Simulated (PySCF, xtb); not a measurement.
Sb(Cl)(SiH3)2 (ClH6SbSi2), SMILES [SiH3][Sb]([SiH3])[Cl].

Harmonic wavenumbers (cm⁻¹) from xtb with GFN2-xTB at its own minimum, in rising order: 56, 71, 80, 82, 93, 277, 288, 302, 385, 393, 400, 415, 725, 757, 782, 793, 794, 805, 2239, 2251, 2258, 2269, 2270, 2276.

### Question
What does PBE-D3(BJ)/def2-SVP in PySCF give at its own minimum? (An estimate is asked for; the answer gives what the named calculation found.)

### Answer
70, 79, 94, 101, 129, 290, 293, 337, 452, 478, 483, 518, 799, 835, 892, 896, 898, 901, 2140, 2143, 2168, 2169, 2178, 2182. Paired by order, the mean absolute difference is 68 cm⁻¹ and the zero-point energies are 30.1 and 30.8 kcal/mol.
